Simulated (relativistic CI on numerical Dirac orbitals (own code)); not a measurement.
## Line list: Forbidden lines, Tb³⁺

These numbers are calculated, not measured: Dirac-Coulomb-Breit CI, KLI orbitals optimised for each configuration, QED by a radiative potential, valence Slater integrals scaled by 0.85, P86 correlation estimate, and configurations built on the next ion tied to the tabulated ionisation energy (semi-empirical) (own radial code, finite nucleus).

Configuration list (outside the closed core [Kr] 4d10 5s2): 4f8 5p6, 4f7 5p6 5d, 4f7 5p6 6s, 4f7 5p6 6p, 4f7 5p6 7s, 4f10 5p4, 4f9 5p5. Levels of other configurations are missing.

```tsv
λ vac (nm)	Lower	Upper	Type	A (s⁻¹)	E lower (cm⁻¹)	E upper (cm⁻¹)
4866.0	4f8 5p6 7F_6 [1]	4f8 5p6 7F_5 [2]	M1	4.08e-01	0.0	2055.1
8146.6	4f8 5p6 7F_5 [2]	4f8 5p6 7F_4 [3]	M1	1.59e-01	2055.1	3282.6
10286.5	4f8 5p6 7F_4 [3]	4f8 5p6 7F_3 [4]	M1	1.12e-01	3282.6	4254.7
14711.3	4f8 5p6 7F_3 [4]	4f8 5p6 7F_2 [5]	M1	4.86e-02	4254.7	4934.5
22132.0	4f8 5p6 7F_2 [5]	4f8 5p6 7F_1 [6]	M1	1.79e-02	4934.5	5386.3
45385.0	4f8 5p6 7F_1 [6]	4f8 5p6 7F_0 [7]	M1	3.32e-03	5386.3	5606.7
```

Terms are leading LS components. Brackets give the number of a level in order of energy, since labels repeat. The list gives strong lines, with weight on those to low levels, without configurations that were not tied to measured data, among the lowest 300 of 9322 levels, so that lines to higher ones, which can be the strongest, are missing, and without lines across small gaps between configurations, and without 64 lines that miss the measured interval by over 3.5 %, start from a term whose rates miss tabulated ones by over 60 %, have gauges far apart or, lacking measured levels, span too small a gap for the errors found; lines with a level outside our table were not tested and can miss by more. Levels whose partners in the same complex of configurations lie outside the list can be far off, and so can their lines. Rates are taken at the computed energies, electric ones in the length gauge.

Configurations that consist of the next ion and one excited electron were tied to the tabulated ionisation energy; Rydberg ones are usually within 1,000 to 3,000 cm⁻¹ and the lowest ones within about 6,000 (9,000 in d shells), while levels on excited terms of the next ion carry the error of that term, and the other configurations can be misplaced by 10,000 cm⁻¹ or more. Rates follow the energies as ν³ (E1, M1) or ν⁵ (E2), so rates, branching and lifetimes can be off by large factors. The fine structure of a lone outer electron comes out too small, for d and f at times inverted, and misplaced configurations move strength between like terms. 10 of the 10 excited levels that our extract of the measured tables holds in this range could be paired (the sources list more); they are missed by 1294 cm⁻¹ on average and 4508 at most, and levels without a partner can miss by more. Some levels of the ground configuration have no partner and can miss by 10 % or more.

(1) From the table, what is the radiative lifetime of 4f8 5p6 7F_5?

Results:

(1) The listed rates from this level add up to about 4.08e-01 s⁻¹, 100 % of its decay; with all channels τ = 2.45e+00 s.

LS names give the leading component of a level, which can be under half, so a name can repeat, a term be missing and a line seem to break the LS rules.
